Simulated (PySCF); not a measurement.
Si(Me)(vinyl)(OH)2 (C₃H₈O₂Si), SMILES O[Si](O)(C)C=C.

Geometry optimised at PBE0-D3(BJ)/def2-SVP. Other conformers were not sampled.

Two levels are set side by side: PBE/def2-TZVP (PySCF) and M06-2X/def2-TZVP (PySCF). Same geometry, gas phase. Differences are taken from unrounded values.

```
quantity                     M06-2X
---------------------------  ------
orbital gap (eV)               9.61
highest occupied level (eV)   -9.24
lowest empty level (eV)        0.37
dipole moment (D)              1.99
mean polarisability (bohr³)    65.1
```

Q: What does PBE give, and how far is it from M06-2X? (The exact figures need the calculation; the answer reports its results.)

A: 
```tsv
quantity	PBE	PBE minus M06-2X
orbital gap (eV)	5.23	-4.38
highest occupied level (eV)	-6.73	2.51
lowest empty level (eV)	-1.49	-1.87
dipole moment (D)	1.76	-0.23
mean polarisability (bohr³)	68.8	3.7
```

Without exact exchange PBE keeps part of each electron's self-repulsion, which lifts occupied levels and narrows the gap. Loosely held outer electrons make PBE densities more polarisable. Differences between two approximate levels are no errors against the true value.

Rough cost on one machine, each run with all the roots and properties that it gave: M06-2X against PBE about 4 times.
